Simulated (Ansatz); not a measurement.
CH$_{6}$CuNO, SMILES `C[O][Cu-][NH3+]`. Total charge 0; spin multiplicity 1. For Cu the d shell is correlated and the shells below it are frozen. Scalar relativity is left out up to krypton.

| atom | x (Å) | y (Å) | z (Å) |
| --- | --- | --- | --- |
| C1 | -0.907 | -1.907 | -0.787 |
| O2 | 0.165 | -1.460 | -0.034 |
| Cu3 | 0.473 | 0.257 | 0.337 |
| N4 | 0.923 | 2.063 | 0.812 |
| H5 | -1.892 | -1.666 | -0.349 |
| H6 | -0.921 | -1.515 | -1.820 |
| H7 | -0.868 | -3.005 | -0.874 |
| H8 | 1.378 | 2.549 | 0.046 |
| H9 | 0.095 | 2.595 | 1.063 |
| H10 | 1.554 | 2.088 | 1.607 |

Give the diagnostics of a CCSD(T)/def2-TZVPP run (frozen core, Ansatz). (An estimate is asked.)

Computed: T1 = 0.0235, largest single amplitude 0.058, largest double 0.025, (T) share of the correlation energy 4.0 %, 15 CCSD cycles. The RHF solution is stable towards an unrestricted one. T1 lies over the customary mark of 0.02 for closed shells; compounds of d metals often pass it without a breakdown.
